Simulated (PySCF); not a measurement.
Magnetic susceptibility: `C=CC/C=C(/C#N)CC`, C$_{8}$H$_{11}$N

Geometry:
```csv
atom,x (Å),y (Å),z (Å)
C1,-3.516,0.410,-0.691
C2,-2.340,0.409,-0.092
C3,-1.021,0.483,-0.808
C4,-0.255,-0.781,-0.582
C5,0.813,-0.928,0.209
C6,1.425,-2.200,0.300
N7,1.943,-3.221,0.387
C8,1.499,0.157,1.000
C9,2.633,0.777,0.181
H10,-4.436,0.354,-0.136
H11,-3.609,0.475,-1.763
H12,-2.272,0.336,0.986
H13,-1.196,0.606,-1.879
H14,-0.461,1.347,-0.445
H15,-0.646,-1.650,-1.096
H16,0.780,0.927,1.285
H17,1.910,-0.276,1.915
H18,3.131,1.555,0.754
H19,3.367,0.018,-0.082
H20,2.246,1.213,-0.738
```

Method used: GIAO B97-2/pcSseg-1 magnetisability, rotational g tensor and spin-rotation constants, non-relativistic, gas phase in PySCF 2.14.0. Geometry: GFN2-xTB.

How diamagnetic is it, and how anisotropic?

Isotropic -1332 × 10⁻³⁰ J/T², or -80.2 × 10⁻⁶ cm³/mol; principal values -1421, -1369, -1205 × 10⁻³⁰ J/T², anisotropy 195 × 10⁻³⁰ J/T² (root of half the summed squared differences of the principal values). The susceptibility is in cgs units.

Split it along the inertial axes a, b, c into diamagnetic and paramagnetic parts about the centre of mass, with the quadrupole moment.


```csv
axis,χ (10⁻⁶ cm³/mol),diamagnetic (10⁻⁶ cm³/mol),paramagnetic (10⁻⁶ cm³/mol),summed x² of all electrons (Å²),quadrupole Θ (D Å)
a,-79.5,-595.0,515.5,326.2,-5.26
b,-83.5,-1518.2,1434.7,108.6,-2.40
c,-77.7,-1844.6,1766.9,31.7,+7.67
```
Anisotropies 2χaa − χbb − χcc = +2.2 and 2χbb − χaa − χcc = -9.8 × 10⁻⁶ cm³/mol. Θ is traceless in Buckingham's convention.

And the rotational g tensor?


```csv
axis,rotational constant (GHz),g,nuclear part,electronic part
a,2.5903,-0.0258,0.6015,-0.6273
b,0.8571,-0.0076,0.5701,-0.5777
c,0.6945,-0.0100,0.5665,-0.5765
```
Asymmetric top; isotopes 12C, 1H, 14N; no vibrational averaging.
